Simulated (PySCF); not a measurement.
SiH3Cl, SMILES Cl[SiH3]. Atoms are numbered in the order given.

```xyz
5

Si     0.0000     0.0000    -0.9919
Cl     0.0000     0.0000     1.0744
H      1.2122     0.6999    -1.4596
H     -1.2122     0.6999    -1.4596
H      0.0000    -1.3997    -1.4596
```

Coordinates come from a B3LYP-D3(BJ)/def2-TZVP optimisation. The isomer is the one that the SMILES or the coordinates give; other isomers of the formula were not compared.

Level of theory: PySCF with ωB97X/def2-TZVPD.

Symmetry labels are those of the subgroup Cs that the program uses (full group C3v).

Computed valence orbital energies around the gap with their symmetry:
```
orbital  symmetry  energy (eV)
-------  --------  -----------
HOMO−7         A"      -102.53
HOMO−6         A'       -26.04
HOMO−5         A'       -18.35
HOMO−4         A'       -13.51
HOMO−3         A'       -13.45
HOMO−2         A"       -13.45
HOMO−1         A'       -11.49
HOMO           A"       -11.49
LUMO           A'         1.60
LUMO+1         A'         1.84
LUMO+2         A'         2.59
LUMO+3         A"         2.60
```
